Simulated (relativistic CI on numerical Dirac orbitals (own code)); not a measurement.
What each ingredient does to the levels of Co¹²⁺

Base calculation: Dirac-Coulomb-Breit CI, orbitals from a KLI potential per configuration, model QED, unscaled Slater integrals.

Configuration list (outside the closed core [Ne]): 3s²3p³, 3s3p⁴, 3s²3p²3d, 3p⁵, 3s3p³3d, 3p⁴3d, 3s3p²3d², 3s²3p²4s, 3s²3p3d4p, 3s²3p²4p, 3p⁴4s, 3p⁴4p, 3s3p²3d4s, 3s²3p3d², 3s²3d³, 3s3p3d³, 3s²3d²4s, 3s²3d²4p, 3p³3d², 3p²3d³, 3p²3d²4s, 3p²3d²4p, 3s²3p3d4s, 3s3p3d²4s, 3s²3d4s², 3s²3d4s4p. Double excitations out of closed p, d and f shells are left out; levels of such configurations are missing from the list, as are those of other unlisted configurations, and high levels can miss mixing partners.

The lowest level and the first level of each name with at least 55 % of one term (blank where a level has no safe partner in the second run):

| Level | Base (cm⁻¹) | Shift (cm⁻¹) |
| --- | --- | --- |
| 3s²3p³ ⁴S°3/2 | 0 | 0 |
| 3s²3p³ ²D°3/2 | 47401 | -15 |
| 3s²3p³ ²D°5/2 | 53392 | -11 |
| 3s²3p³ ²P°1/2 | 83558 | -14 |
| 3s²3p³ ²P°3/2 | 92021 | -8 |
| 3s3p⁴ ⁴P5/2 | 294579 | +31 |
| 3s3p⁴ ⁴P3/2 | 306340 | +30 |
| 3s3p⁴ ⁴P1/2 | 311467 | +30 |
| 3s3p⁴ ²D3/2 | 368431 | +2 |
| 3s3p⁴ ²D5/2 | 371037 | +2 |
| 3s²3p²3d ⁴F3/2 | 461347 | -108 |
| 3s²3p²3d ⁴F5/2 | 465948 | -109 |
| 3s²3p²3d ⁴F7/2 | 472804 | -110 |
| 3s²3p²3d ²F5/2 | 479812 | -114 |
| 3s²3p²3d ⁴F9/2 | 481232 | -112 |
| 3s²3p²3d ⁴D1/2 | 483939 | -93 |
| 3s²3p²3d ⁴D3/2 | 485191 | -94 |
| 3s²3p²3d ⁴D5/2 | 490915 | -103 |
| 3s²3p²3d ²G7/2 | 540150 | -97 |
| 3s²3p²3d ²G9/2 | 544017 | -98 |
| 3s²3p²3d ⁴P5/2 | 558112 | -106 |
| 3s²3p²3d ⁴P3/2 | 563331 | -105 |

At this charge energies of transitions that change n are usually good to better than 1 %, and those within a shell (Δn = 0) to a few per cent.

Task: One thing was changed in a second run, which moved the levels as shown. Which?
A. one mean potential for all configurations
B. QED terms removed
C. Breit term removed
D. only the first 3 configurations
E. configuration mixing switched off

Result: A. One mean potential for all configurations. One potential for all configurations removes the relaxation of the orbitals, which moves whole configurations and changes the integrals a little.

LS names give the leading component of a level, which can be under half, so a name can repeat, a term be missing and a line seem to break the LS rules.
